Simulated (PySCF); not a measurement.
FH3O2SSi, SMILES O[Si](O)(F)S. Atoms are numbered in the order given.

```xyz
8

O      0.1292    -0.2293     1.8078
Si     0.1397    -0.2845     0.1591
O      1.6818    -0.6223    -0.2911
F     -0.8742    -1.4478    -0.3523
S     -0.5401     1.5075    -0.7635
H     -0.6974     0.0332     2.2364
H      2.1884    -1.1694     0.3273
H     -1.4257     0.8412    -1.5375
```

Geometry: TPSSh-D3(BJ)/def2-SVP. The values are those of a single conformer.

Level of theory: PBE/pcSseg-1 (PySCF).

GIAO shieldings, no solvent; atoms listed in one row are averaged. δ = σ(ref) − σ: ¹⁷O against H2O (σ = 334.3 ppm); ²⁹Si against TMS (σ = 335.4 ppm); ¹⁹F against CFCl3 (σ = 133.6 ppm); ³³S against H2S (σ = 706.5 ppm); ¹H against TMS (σ = 31.49 ppm), references at their B3LYP-D3(BJ)/def2-TZVP geometries, non-relativistic.

**Question.** Estimate the chemical shifts. (An estimate is asked for; the answer gives what the named calculation found.)

**Answer.** 
| nucleus | atoms | count | δ (ppm) |
|---|---|---|---|
| ¹⁷O | O1 | 1 | 88.4 |
| ¹⁷O | O3 | 1 | 70.7 |
| ²⁹Si | Si2 | 1 | -32.4 |
| ¹⁹F | F4 | 1 | -127.1 |
| ³³S | S5 | 1 | 2.6 |
| ¹H | H7 | 1 | 2.80 |
| ¹H | H6 | 1 | 2.58 |
| ¹H | H8 | 1 | 1.21 |
